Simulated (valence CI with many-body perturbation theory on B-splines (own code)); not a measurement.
**La XXXVII: magnetic and hyperfine properties of the levels**

Calculated by valence CI with perturbative core correlation (CI+MBPT): three valence electrons over a frozen Dirac-Fock core [Ar], a basis of 7 s, 7 p, 8 d, 6 f, 4 g, 1 h functions for each j, with the one-electron correlation potential Σ1 (screened to all orders), the two-electron term Σ2, the three-electron term Σ3, Breit, model QED; selected single and double excitations, second order for the rest, scaled by the run's own slope (own B-spline code, finite nucleus).

The last digits are not significant, and no measured levels were compared; by estimate large intervals hold to a few tenths of a per cent, small ones and those within an open d or f shell to about a per cent. Only levels of the ground parity were solved; by the run's estimate the other parity begins above the list, which can be wrong where configurations are misplaced.

A/g_I is the dipole constant over the nuclear g factor μ/I (μ in nuclear magnetons, uniformly magnetised nucleus), B/Q the quadrupole constant per barn. Both hold the static response of the core; the bare values leave it out. Large factors of s and p1/2 electrons are usually good to 5 to 10 %; those of open d and f shells near neutrality can be off by tens of per cent, and small factors of p3/2, d and f electrons come from cancelling terms and can be off by a factor of two or in sign, in half-filled shells by more. B is blank for J = 1/2, where it vanishes, and for nearly pure S terms. Energies count from the lowest level.

Levels are named by their leading jj configuration (3d3/2^4 stands for four electrons in 3d with j = 3/2), which in mixed levels can hold well under half, so a name can repeat and another be missing. Letters in brackets count levels of one name in rising energy.

```tsv
Level	E (eV)	g	A/g_I (MHz)	A/g_I bare	B/Q (MHz/b)	B/Q bare
(3d3/2^3) J=3/2	0.000	0.619	40900	40400	-19400	-19800
(3d3/2^2 3d5/2) J=5/2 [a]	15.365	1.043	23100	23200	-11000	-11200
(3d3/2^2 3d5/2) J=3/2	20.847	1.249	18500	18800	-8340	-8490
(3d3/2^2 3d5/2) J=7/2	21.574	1.092	23600	23800	2890	2930
(3d3/2^2 3d5/2) J=9/2	22.985	1.085	25100	25300	21500	21900
(3d3/2^2 3d5/2) J=1/2	24.090	1.917	-18300	-17000		
(3d3/2^2 3d5/2) J=5/2 [b]	36.415	1.427	10700	11300	28100	28600
(3d3/2 3d5/2^2) J=7/2 [a]	37.932	1.050	20900	21000	3580	3640
(3d3/2 3d5/2^2) J=9/2	40.193	1.130	19900	20100	11400	11600
(3d3/2 3d5/2^2) J=3/2 [a]	43.937	1.147	21800	22000	-23900	-24300
(3d3/2 3d5/2^2) J=1/2	45.820	1.408	-5540	-4900		
(3d3/2 3d5/2^2) J=11/2	47.470	1.085	22300	22400	51100	52000
(3d3/2 3d5/2^2) J=5/2 [a]	49.678	1.158	13700	13900	27200	27700
(3d3/2 3d5/2^2) J=5/2 [b]	52.330	1.080	21300	21500	-592	-603
(3d3/2 3d5/2^2) J=7/2 [b]	54.511	1.110	22400	22600	11100	11300
(3d5/2^3) J=9/2	61.857	1.121	17000	17200	9110	9270
(3d3/2 3d5/2^2) J=3/2 [b]	62.970	1.122	25600	25800	15200	15400
(3d5/2^3) J=3/2	75.400	0.898	27600	27600	19100	19400
(3d5/2^3) J=5/2	80.365	1.149	16900	17100	9390	9550
```

(1) Take the isotope of mass number 138, with I = 5, μ = 3.7084 μN and Q = 0.39 b. What is the hyperfine structure of (3d3/2^2 3d5/2) J=1/2?

Answers

(1) From the table A = -13500 MHz. Shifts from the centre of gravity in MHz: F = 9/2: 40500, F = 11/2: -33800.
